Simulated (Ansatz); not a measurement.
The first iterations of a band of Cl2FGeH + ClH (7 atoms, charge 0, multiplicity 1).

The calculation used RKS PBE0/def2-SVP (Ansatz 0.2.0).

```yaml
movable_images: 9
climbing_image: yes
spring: 5.0 eV/Å²
optimiser: quadratic models (default)
start_path: through a guess of the saddle point
force_threshold: 0.03 eV/Å
iteration_limit: 60
end_points: relaxed
```

Image 0:

```xyz
7
Properties=species:S:1:pos:R:3
Ge 0.316 0.000 -0.265
F -0.091 0.000 1.430
H 1.835 0.000 -0.365
Cl -0.566 1.743 -1.095
Cl -0.566 -1.743 -1.095
Cl -3.220 0.000 2.068
H -1.928 0.000 2.066
```

Image 10:

```xyz
7
Properties=species:S:1:pos:R:3
Ge -0.526 0.001 -0.462
F 0.032 -0.003 2.821
H 0.717 0.002 0.412
Cl -0.636 1.733 -1.705
Cl -0.636 -1.733 -1.702
Cl -2.302 0.002 0.780
H -0.869 -0.001 2.600
```

| iteration | highest image above the first end (eV) | largest band force component (eV/Å) |
| --- | --- | --- |
| 1 | 2.760 | 4.729 |
| 2 | 2.043 | 2.601 |
| 3 | 1.140 | 1.057 |

Q: Does the band converge within its limit, and where does its top end?

A: The run converged. It ended after 9 iterations with the highest image 1.028 eV above the first end. A vibrational analysis at the climbing image gives one clearly imaginary mode, 459i cm⁻¹: a first-order saddle point. The orbitals stay closed-shell, which can raise the energy where a bond breaks towards radicals; this wasn't checked here.

The run took 3 min on 2 threads of Intel(R) Xeon(R) 6975P-C (Granite Rapids), on a shared host, peak memory 0.31 GiB.
